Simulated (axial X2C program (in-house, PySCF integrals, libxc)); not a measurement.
# BaP along the bond: PBE0, 2c

All values were computed with an in-house relativistic program for diatomic molecules. Two-component (2c) means X2C with spin–orbit coupling and atomic mean-field two-electron Coulomb and Gaunt terms. Basis: Ba dyall-cv3z [14s14p9d5f1g], P dyall-v3z [8s7p2d1f] (cores contracted in-house); Gaussian nuclei, density fitting, unrestricted open shells. Masses: Ba 137.905 u, P 30.974 u.

State: Ω = 1/2 (⟨Sz⟩ = 0.50, ⟨Lz⟩ = 0.00 at PBE0). Dipoles are positive if P is the positive end.

```csv
R (Å),μ (D),HOMO (eV),LUMO (eV)
2.293,-8.207,-4.33,-1.62
2.369,-8.812,-4.17,-1.71
2.444,-9.381,-4.02,-1.79
2.520,-9.917,-3.89,-1.87
2.608,-10.501,-3.76,-1.96
2.696,-11.044,-3.64,-2.04
2.810,-11.682,-3.50,-2.14
```

(1) The minimum lies at 2.518 Å. What is the dipole moment there, and its slope?

The state is one determinant whose occupation by symmetry is held fixed; it was picked as the lowest of a PBE0 search that is not exhaustive. Density functionals use the spin component along the axis (collinear). PBE0 can misorder states that lie within some tenths of an eV, so this need not be the ground state of the molecule. The nearest other 2c determinant of the search, Ω = 3/2, lies 0.24 eV up at the distance of the search.

Results:

(1) At PBE0, 2c, with the sign and origin stated: μ = -9.90 D, dμ/dR = -6.88 D/Å.
